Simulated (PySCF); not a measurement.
# NMR data sheet: hexamethyldisilazane

| Quantity | Value |
| --- | --- |
| Formula | C6H19NSi2 |
| SMILES | C[Si](C)(C)N[Si](C)(C)C |
| Point group of the computed structure | C1 |
| Degrees of unsaturation | 0 |
| Carbon signals | 1 |
| Proton signals | 2 |

Atom-mapped SMILES (the numbers label the heavy atoms): `[CH3:1][Si:2]([CH3:3])([CH3:4])[NH:5][Si:6]([CH3:7])([CH3:8])[CH3:9]`; H(Xn) means a hydrogen on atom n.

Method: NMR shieldings at KT2/pcSseg-1/GIAO, geometry from PBE0-D3(BJ)/def2-SVP, in PySCF 2.14.0 with density-fitted response routines (isolated molecule, relativity neglected, a single conformation, one averaged value for each set of equivalent atoms).

References, each an isolated molecule treated in the same way: 1H, 13C, 29Si against TMS; 15N against NH3.

| carbon | δC, type | δH (multiplicity) | HMBC from (2–3 bonds) | span of the C tensor (ppm) |
| --- | --- | --- | --- | --- |
| C1/C3/C4/C7/C8/C9 | 2.9, CH3 | 0.09 (s) | H(C1)/H(C3)/H(C4)/H(C7)/H(C8)/H(C9) | 17 |

Other nuclei:
| atoms | nucleus | environment | δ (ppm) | σ (ppm) |
| --- | --- | --- | --- | --- |
| H(N5) | 1H | hydrogen on a nitrogen bonded to 2 Si | -0.18 | 31.36 |
| Si2/Si6 | 29Si | silicon bonded to 3 C, N | 4.9 | 356.2 |
| N5 | 15N | nitrogen bonded to 2 Si, H | 43.9 | 220.4 |

1. Carbon types of the structure: 6 × CH3, leaving 1 H on heteroatoms.
2. δC 2.9: methyl carbon bonded to Si; an electropositive neighbour leaves it electron-rich and shielded.
3. δH 0.09: hydrogen on a methyl carbon bonded to Si; an electropositive neighbour shields it, as in TMS itself.
4. δH -0.18: hydrogen on a nitrogen bonded to 2 Si; exchangeable, gas-phase position.

Exchangeable OH/NH protons stand at their gas-phase positions; hydrogen bonding in a real sample shifts them, mostly to higher δ. Shifts are as computed. Against solution values, carbons near 30 ppm lie about +2 ppm off and those near 130 ppm about -5 ppm. Of 1211 compounds with measured shifts, 218 miss one by over three times the rms of a fit or turn the order of signals round; such compounds aren't used in these exercises. Experimental scales use liquid or dissolved standards, which lie at an offset from isolated NH3 (liquid NH3: subtract about 20 ppm).
